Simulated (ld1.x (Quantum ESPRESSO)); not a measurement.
u(r) = r·R(r): atom against pseudo-atom (boron (B))

Columns: radius, all-electron u(r) and pseudo u(r) of the 2s shell (level -19.41 eV) of boron in the configuration [He] 2s2 2p0; LDA (PZ), non-relativistic, TM scheme, ld1.x (Quantum ESPRESSO) 7.5.

```
r (bohr)  all-electron   pseudo
   0.088        0.2786  -0.0399
   0.175        0.3388  -0.0805
   0.262        0.2853  -0.1236
   0.350        0.1737  -0.1709
   0.438        0.0379  -0.2231
   0.525       -0.1005  -0.2803
   0.612       -0.2323  -0.3433
   0.700       -0.3530  -0.4118
   0.788       -0.4581  -0.4831
   0.875       -0.5458  -0.5527
   0.962       -0.6177  -0.6172
   1.050       -0.6749  -0.6732
   1.138       -0.7179  -0.7170
   1.225       -0.7478  -0.7476
   1.312       -0.7664  -0.7664
   1.400       -0.7755  -0.7755
   1.487       -0.7760  -0.7760
   1.575       -0.7694  -0.7694
   1.662       -0.7570  -0.7570
   1.750       -0.7396  -0.7396
   1.838       -0.7183  -0.7183
   1.925       -0.6943  -0.6943
   2.012       -0.6681  -0.6681
   2.100       -0.6399  -0.6399
   2.188       -0.6107  -0.6107
   2.275       -0.5812  -0.5812
```

How many radial nodes do the two functions have?

The all-electron 2s function has n − l − 1 = 1; the pseudo-wave has 0, since the states of the same l below it are removed with the core.

At about which radius was the pseudo-wave matched?

1.40 bohr. The columns agree to 0.0005 from 1.23 bohr on; several derivatives are matched, so the curves merge somewhat inside the radius.

Where does each function peak?

Outermost all-electron maximum near 1.49 bohr, pseudo maximum near 1.49 bohr (to the table’s step).

Is the pseudo-wave norm-conserving?

Yes: the TM scheme keeps the norm inside the radius equal to the all-electron one, which fixes the energy derivative of the logarithmic derivative at the level.
